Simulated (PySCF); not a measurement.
AlF3 (SMILES [F][Al]([F])[F]), singlet, at a GFN2-xTB geometry (such geometries of metal compounds can be far from the true shape). Base run: CAMB3LYP/def2-TZVP (PySCF).

Input for PySCF:
```python
from pyscf import gto, scf, dft

mol = gto.Mole()
mol.atom = '''
    Al    0.000000   -0.000000   -0.000000
    F    -0.020933    1.630854    0.037916
    F     1.423183   -0.797103   -0.027175
    F    -1.402250   -0.833751   -0.010741
'''
mol.basis = 'def2-tzvp'
mol.charge = 0
mol.spin = 0
mol.verbose = 5
mol.build()

mf = dft.RKS(mol)
mf.xc = 'camb3lyp'
mf.kernel()
```

The base run was repeated with changes; each row names its change, and settings that it needs were set with it.

```tsv
change	ΔE vs base (mEh)	fitting functions
base	0.000	-
auxbasis = def2-universal-jfit	195.8	198
auxbasis = default (with mf = mf.density_fit())	-0.030	359
auxbasis = autoaux	0.001	823
auxbasis = even-tempered beta=2.0	0.000	736
auxbasis = def2-svp-ri	33.862	206
auxbasis = cc-pvqz-jkfit	0.041	466
auxbasis = cc-pvtz-jkfit	0.055	358
exchange = seminumerical (SGX) (with mf = sgx.sgx_fit(mf, auxbasis='def2-universal-jfit'); with mf.with_df.dfj = True)	-0.033	198
auxbasis = cc-pvtz-ri	-3.551	365
```

A fitting set is made for a task (jfit for Coulomb, jkfit for Coulomb and exchange, ri for correlation) and for a family of orbital bases.
